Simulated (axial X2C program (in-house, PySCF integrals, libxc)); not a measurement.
**Bond lengths and stretching modes, held linear, of SnCN⁺**

Calculated with an in-house all-electron X2C program for linear molecules (integrals from PySCF): two-component X2C with atomic mean-field Coulomb and Gaunt terms, Gaussian nuclei, basis Sn dyall-v3z, C dyall-v3z, N dyall-av3z with contracted cores. Spin-free rows use the one-electron spin-free X2C Hamiltonian.

Masses Sn 119.902, C 12.000, N 14.003 u. States: 2c Ω = 0 (all partner blocks equally filled); spin-free M_S = 0, Λ = 0 (closed shell).

TPSSh, 2c: energies above the lowest point

```csv
r(Sn–C) (Å),r(C–N) (Å),E (meV)
2.0631,1.1310,96.45
2.0631,1.1600,29.07
2.0631,1.1890,58.28
2.1160,1.1310,67.44
2.1160,1.1600,0.00
2.1160,1.1890,29.09
2.1160,1.2180,137.88
2.1689,1.1310,82.03
2.1689,1.1600,14.53
2.1689,1.1890,43.49
2.2218,1.1600,64.32
2.2218,1.2180,201.52
```

Question: Fit a quadratic surface with cubic terms in each bond: where is the minimum, and what are the two stretching wavenumbers?

Answer: At TPSSh, 2c: bonds 2.123 and 1.165 Å; harmonic stretches 430.3 and 2209.1 cm⁻¹; force constants 2.43, 17.8 and coupling -0.01 mdyn/Å.

The other levels and Hamiltonians give:

```tsv
Hamiltonian	level	r(Sn–C) (Å)	r(C–N) (Å)	lower stretch (cm⁻¹)	upper stretch (cm⁻¹)
2c	PBE0	2.114	1.159	438.0	2262.7
2c	HF	2.119	1.133	450.9	2464.8
2c	MP2	2.104	1.184	442.3	2023.1
spin-free	PBE0	2.115	1.159	438.6	2262.7
spin-free	HF	2.120	1.133	450.9	2464.7
spin-free	TPSSh	2.123	1.165	431.0	2209.0
spin-free	MP2	2.105	1.184	442.8	2022.8
```

Each state is one determinant, the lowest of a limited PBE0 search; the stretches come from a fit to these few points and carry an uncertainty of a few per cent. Other orders of the atoms were not compared. The levels spread by more than a fifth, so the stretches depend strongly on the method. MP2 freezes inner shells (threshold -2 hartree). The molecule was held linear; bending was not examined, so a bent shape may lie lower.
